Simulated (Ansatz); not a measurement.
One change: `C[As](C)[SiH3]` becomes `C[AsH][SiH3]`.

Ansatz, PBE0-D4/def2-TZVP geometries, multiplicity 1. 

Scalar relativity is left out up to krypton.

```
                                                                                  property  `C[As](C)[SiH3]`
                                                     HOMO energy (ωB97M-V/def2-TZVPP) / eV             -8.72
                                                        LUMO energy (PBE0/def2-TZVPP) / eV              0.26
                                        size of the dipole moment (ωB97M-V/def2-TZVPP) / D              1.03
                                          size of the dipole moment (B3LYP/def2-TZVPP) / D              1.05
                                                         LUMO energy (PBE/def2-TZVPP) / eV             -0.54
ideal-gas entropy at 298 K and 1 bar (rigid rotor, harmonic PBE0-D4/def2-TZVP) / J/(mol·K)               368
```

Problem. What does the change do to each property? (Estimate.)

Solution. Ansatz gave: 
| property | `C[AsH][SiH3]` | shift |
| --- | --- | --- |
| HOMO energy (ωB97M-V/def2-TZVPP) / eV | -9.12 | -0.40 |
| LUMO energy (PBE0/def2-TZVPP) / eV | 0.09 | -0.17 |
| size of the dipole moment (ωB97M-V/def2-TZVPP) / D | 0.89 | -0.14 |
| size of the dipole moment (B3LYP/def2-TZVPP) / D | 0.90 | -0.15 |
| LUMO energy (PBE/def2-TZVPP) / eV | -0.71 | -0.17 |
| ideal-gas entropy at 298 K and 1 bar (rigid rotor, harmonic PBE0-D4/def2-TZVP) / J/(mol·K) | 332 | -36 |

With PBE0 the HOMO falls by 0.39 eV and the LUMO falls by 0.17 eV, so the gap widens by about 0.22 eV. PBE moves the HOMO by -0.38 eV and ωB97M-V by -0.40 eV. The zero-point energy changes by -76.2 kJ/mol with -9 modes. Dipoles are sizes alone; their direction can turn.

B3LYP here is the variant with VWN-RPA as its local correlation; programs differ in this.
